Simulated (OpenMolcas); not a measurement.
# Computed transition rates of N+

| Property | Result |
| --- | --- |
| Program | OpenMolcas 26.06 |
| Method | SS-CASPT2, IPEA 0.25 Eh, imaginary shift 0.1 Eh (closed shells correlated: 1s) |
| Basis | ANO-RCC-VTZP [4s3p2d1f] |
| Scalar Hamiltonian | DKH2, point nucleus |
| Active space | 4 electrons in 8 orbitals (2s 2p 3s 3p) |
| State averaging | 2S+1 = 3 even, 3 roots; 2S+1 = 1 even, 6 roots; 2S+1 = 5 odd, 1 root; 2S+1 = 3 odd, 9 roots; 2S+1 = 1 odd, 8 roots |
| Spin-orbit coupling | state interaction with AMFI integrals over the reference wave functions, term energies averaged over their components |

Rates come from the transition moments of the reference wave functions (E1 and E2 in the length form). At fixed line strength A goes as λ^-3 for E1 and M1 and as λ^-5 for E2, so a rate at the computed wavelength can be rescaled to the measured one. Measured vacuum wavelengths follow from level energies in NIST Handbook of Basic Atomic Spectroscopic Data. Branching counts decays inside the model space alone, at computed energies, and the table is only a selection of the E2 and M1 lines, drawn from those between levels with measured partners whose computed energy lies within a factor of 1.5 of the measured one.

| Upper | Lower | Type | λ computed (nm) | λ measured (nm) | A computed (s-1) | A rescaled (s-1) | Branching % |
| --- | --- | --- | --- | --- | --- | --- | --- |
| 2s² 2p² ¹D₂ | 2s² 2p² ³P₂ | M1 | 641.6 | 658.5 | 2.47e-03 |  | 74.5 |
| 2s² 2p² ¹D₂ | 2s² 2p² ³P₁ | M1 | 637.9 | 655 | 8.36e-04 |  | 25.2 |
| 2s² 2p² ¹S₀ | 2s² 2p² ¹D₂ | E2 | 599.5 | 575.6 | 1.02e+00 | 1.25e+00 | 97.3 |
| 2s² 2p² ¹S₀ | 2s² 2p² ³P₁ | M1 | 309.1 | 306.4 | 2.79e-02 |  | 2.7 |

Spin-changing lines and M1 lines between different terms are not rescaled, since their strength hangs on the term gaps too.

The largest correction is for 2s² 2p² ¹S₀ → 2s² 2p² ¹D₂ (E2): 1.02e+00 × (599.5 / 575.6)^5 = 1.25e+00 s-1, a factor of 1.23.

The computed rate and branching of 2s² 2p² ¹S₀ → 2s² 2p² ¹D₂ give the upper level a radiative lifetime of 0.973 / 1.02e+00 s-1 = 9.54e-01 s, counting decays inside the model space alone. The rescaled rate gives about 7.8e-01 s.

No measured rate stands beside these. Rescaling mends the energy factor alone: line strengths can still be far off where a level mixes with configurations outside the active space, and weak or spin-changing lines hang on small mixing coefficients that depend on the term gaps too, so rescaling need not improve them.

Term energies are means over components that CASPT2 splits; among the terms shown or strongly mixed into the levels shown the widest spread is 31 cm-1 (2s² 2p² ¹D). The run also gave levels led by 2s² 2p 3s, which use shells meant for correlation; these and all levels above them are left out. Measured partners are found by configuration, term and J. A level has none where our copy of the source lacks it or the pairing is in doubt (some pairs that miss far off the trend of their configuration count as doubtful). Levels of configurations outside the active space are missing.
